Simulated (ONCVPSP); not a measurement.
C (Z = 6) ONCV: all-electron and pseudo phase curves

```
Element                 : carbon
Generator               : ONCVPSP 4.0.1
Type                    : optimised norm-conserving Vanderbilt (ONCV)
Functional              : PBE
Relativity              : scalar-relativistic
Frozen core             : [He]
Valence charge          : 4
Reference configuration : 2s2 2p2
Partial waves           : 2s: rc 0.95 bohr, ncon 4, nbas 7, qcut 8.4 1/bohr, 2 projectors, debl 2.2 Ha; 2p: rc 3.15 bohr, ncon 4, nbas 7, qcut 5.4 1/bohr, 2 projectors, debl 3.9 Ha; d scattering state at 0.4 Ha: rc 2.40 bohr, ncon 3, nbas 6, qcut 4.8 1/bohr, 1 projector
Local potential         : polynomial inside 0.95 bohr (lpopt 5, dvloc0 0 Ha)
Core correction         : Teter function, fcfact 4.2, rcfact 1.75
```

The phase is arctan(r·R′/R) of the radial function R(r), unwrapped; energies in Ha, scanned from -2 to 5 Ha. A pole is an energy at which the radial function vanishes at the test radius. The pseudo phase is shifted by a multiple of π to meet the all-electron one at the reference energy, and phase errors are pseudo minus all-electron; the curves can meet again beyond the range given. Levels narrower than the energy grid can be missing from the lists of poles.

Task: For each channel, where are the poles, and over which energies does the pseudopotential scatter like the atom?

Result:

```json
{"channel": "s", "radius (bohr)": "0.96", "reference energy (Ha)": "-0.51", "poles, all-electron": "none", "poles, pseudo": "none", "unbroken range about the reference energy with phases within 0.05 rad": "the whole range", "phase error 1 Ha above the reference energy (rad)": "-0.000"}
{"channel": "p", "radius (bohr)": "3.20", "reference energy (Ha)": "-0.19", "poles, all-electron": "-0.11, 1.38, 3.88", "poles, pseudo": "-0.11, 1.60, 3.82, 4.01", "unbroken range about the reference energy with phases within 0.05 rad": "below 0.4", "phase error 1 Ha above the reference energy (rad)": "+0.066"}
{"channel": "d", "radius (bohr)": "2.43", "reference energy (Ha)": "0.40", "poles, all-electron": "1.78", "poles, pseudo": "1.79, 3.65", "unbroken range about the reference energy with phases within 0.05 rad": "below 2.5", "phase error 1 Ha above the reference energy (rad)": "+0.003"}
```

Note: no bound ghost flagged; GHOST(+) flagged for p at 105.6 eV.

Phases in the d channel:

```
E (Ha)  all-electron  pseudo
 -1.98         1.333   1.333
 -1.80         1.321   1.321
 -1.62         1.307   1.306
 -1.44         1.290   1.290
 -1.26         1.271   1.271
 -1.08         1.247   1.247
 -0.90         1.218   1.218
 -0.72         1.181   1.181
 -0.54         1.132   1.132
 -0.36         1.065   1.065
 -0.18         0.967   0.967
  0.00         0.811   0.812
  0.18         0.547   0.547
  0.36         0.097   0.097
  0.54        -0.468  -0.468
  0.72        -0.894  -0.894
  0.90        -1.145  -1.143
  1.08        -1.295  -1.293
  1.26        -1.395  -1.393
  1.44        -1.468  -1.465
  1.62        -1.526  -1.522
  1.80        -1.576  -1.573
  1.98        -1.624  -1.622
  2.16        -1.675  -1.675
  2.34        -1.733  -1.743
  2.52        -1.811  -1.850
  2.70        -1.929  -2.098
  2.88        -2.150  -3.108
  3.06        -2.659  -4.234
  3.24        -3.547  -4.509
  3.42        -4.086  -4.623
  3.60        -4.315  -4.695
  3.78        -4.433  -4.752
  3.96        -4.504  -4.806
  4.14        -4.553  -4.867
  4.32        -4.589  -4.943
  4.50        -4.618  -5.056
  4.68        -4.642  -5.250
  4.86        -4.662  -5.651
```
